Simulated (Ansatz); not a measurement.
System: sum formula GeBr₂F₂, charge 0, multiplicity 1. 
Coordinates optimised at B3LYP-D3(BJ)/def2-TZVP (Ansatz, a quantum-chemistry and plane-wave program):
```xyz
5

F     -0.4292    -1.6167    -1.2833
Ge    -0.0696    -0.5553     0.0225
F      0.0303    -1.5652     1.4121
Br    -1.7864     0.9100     0.2872
Br     1.9526     0.4159    -0.3408
```

Total electronic energies in hartree. Correlated levels leave the core frozen unless marked. Spin-orbit coupling is left out. The frozen core is the preceding noble-gas configuration, with the filled d and f shells of earlier blocks. No relativistic terms. Basis-set limits of correlation are two-point, X^-3; Hartree-Fock from the larger set (for Q and 5 zeta extrapolated as (X+1)exp(-9√X)).

| level | program | energy (Eh) |
|---|---|---|
| HF/6-31G | Ansatz | -7418.09883 |
| RI-HF/aug-cc-pVQZ | Ansatz | -7419.49232 |
| RI-HF/cc-pVQZ | Ansatz | -7419.49150 |
| B97M-V/def2-TZVPD | Ansatz | (withheld) |
| PBE0/6-31G* | Ansatz | (withheld) |
| wB97X/def2-TZVPD | Ansatz | -7425.32312 |
| SCS-MP2/aug-cc-pVTZ | Ansatz | -7420.39840 |
| CCSD/CBS(cc-pVTZ,cc-pVQZ) | Ansatz | -7420.5962 |
| CCSD(T)/CBS(cc-pVQZ,cc-pV5Z) | Ansatz | -7420.6503 |

### Question
What belongs in the gaps?

### Answer

- B97M-V/def2-TZVPD, energy (Eh): -7423.88021
- PBE0/6-31G*, energy (Eh): -7423.23276
